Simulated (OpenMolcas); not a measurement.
**Ionisation energies of manganese**

```json
{
 "Program": "OpenMolcas 26.06",
 "Basis": "ANO-R3 [8s5p5d3f2g1h]",
 "Scalar Hamiltonian": "X2C, finite nucleus",
 "Spin-orbit coupling": "RASSI with atomic mean-field integrals over the reference wave functions, term energies averaged over their components"
}
```

Active shells in each charge state: the valence d shell, with orbitals averaged over the low states. Where CASPT2's correlated closed shells are named, they are those of the first ion.

A. CASSCF
B. SS-CASPT2, IPEA 0.25 Eh, imaginary shift 0.1 Eh (closed shells correlated: 3s 3p)
C. SS-CASPT2, IPEA 0.25 Eh, imaginary shift 0.1 Eh (closed shells correlated: 2s 2p 3s 3p)
D. SS-CASPT2, IPEA 0.25 Eh, imaginary shift 0.1 Eh (closed shells correlated: none)
E. SS-CASPT2, IPEA 0 Eh, imaginary shift 0.1 Eh (closed shells correlated: 3s 3p)

Energies in eV between the lowest computed levels, named as in B; reference values from the NIST Atomic Spectra Database with their kind.

| From | To | A | B | C | D | E | Spin-orbit share in B | Reference |
| --- | --- | --- | --- | --- | --- | --- | --- | --- |
| Mn2+ 3d5 6S 5/2 | Mn3+ 3d4 5D0 | 32.461 | 33.966 | 33.990 | 33.441 | 34.071 | -0.070 | 33.668 (measured) |
| Mn3+ 3d4 5D0 | Mn4+ 3d3 4F 3/2 | 50.216 | 51.479 | 51.519 | 50.929 | 51.527 | -0.035 | 51.210 (semi-empirical) |
| Mn4+ 3d3 4F 3/2 | Mn5+ 3d2 3F2 | 71.443 | 72.491 | 72.542 | 71.864 | 72.548 | -0.012 | 72.410 (semi-empirical) |
| Mn5+ 3d2 3F2 | Mn6+ 3d 2D 3/2 | 94.697 | 95.604 | 95.667 | 94.859 | 95.668 | +0.020 | 95.604 (measured) |
| Mn6+ 3d 2D 3/2 | Mn7+ 3p6 1S0 | 118.147 | 119.017 | 119.070 | 118.147 | 119.069 | +0.097 | 119.203 (measured) |

Error against the reference values, in %:

| From | Reference | A | B | C | D | E |
| --- | --- | --- | --- | --- | --- | --- |
| Mn2+ | measured | -3.6 | +0.9 | +1.0 | -0.7 | +1.2 |
| Mn3+ | semi-empirical | -1.9 | +0.5 | +0.6 | -0.5 | +0.6 |
| Mn4+ | semi-empirical | -1.3 | +0.1 | +0.2 | -0.8 | +0.2 |
| Mn5+ | measured | -0.9 | 0 | +0.1 | -0.8 | +0.1 |
| Mn6+ | measured | -0.9 | -0.2 | -0.1 | -0.9 | -0.1 |

Mean absolute error over the 3 measured values: A 1.06 eV, B 0.16 eV, C 0.17 eV, D 0.68 eV, E 0.20 eV.

The lowest level within the active space need not be the ion's true ground level.
